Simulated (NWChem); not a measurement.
GaH2O2Cl; SMILES [OH][Ga]([OH])[Cl]

```xyz
6

Ga     0.0179     0.3412     0.0000
Cl    -0.0170    -1.8067     0.0000
O     -1.5373     1.2231     0.0000
H     -1.3755     2.1861     0.0000
O      1.5634     1.2535     0.0000
H      2.3271     0.6458     0.0000
```
Atoms are numbered in this order, from 1.

Program: NWChem. Coordinates come from a PBE-D3(BJ)/def2-SVP optimisation. Vzz is the largest principal value of the second derivative of the potential at the nucleus (NWChem prints the opposite sign); η is the asymmetry. Non-relativistic.

Task: Estimate the computed values for PBE0/def2-SVP. Quantities: Vzz Ga1 (a.u.); η Ga1; Vzz Cl2 (a.u.); η Cl2; Vzz O3 (a.u.); η O3; Vzz O5 (a.u.); η O5.

Result: 
```json
{
  "Vzz Ga1 (a.u.)": "1.516",
  "η Ga1": "0.32",
  "Vzz Cl2 (a.u.)": "2.010",
  "η Cl2": "0.15",
  "Vzz O3 (a.u.)": "1.289",
  "η O3": "0.80",
  "Vzz O5 (a.u.)": "1.284",
  "η O5": "0.80"
}
```
